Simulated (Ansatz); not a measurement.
**NaK, singlet: energies of several shapes or isomers**

Computed with Ansatz's Gaussian-basis code (development build). Basis cc-pCVTZ on Na, cc-pwCVTZ-X2C on K, scalar X2C without spin–orbit coupling, 6 orbitals frozen in the corrections; active space CAS(2,8). Restricted Hartree–Fock, then the lowest state-specific CASSCF solution met for each case. On stretched bonds single-reference methods can fail or change state. Unlike active orbitals can shift such differences by tenths of an eV, at times by over 1 eV.

Case A: bond length 4.0238 Å.

Case B: bond length 3.4990 Å.

Energy less that of case A, in eV:

```json
{"case": "B", "RHF/ROHF": "-0.022", "CASSCF": "-0.029"}
```

(1) What does SC-NEVPT2 give for these differences?

Results:

(1) B: -0.077 eV (-1.8 kcal/mol).
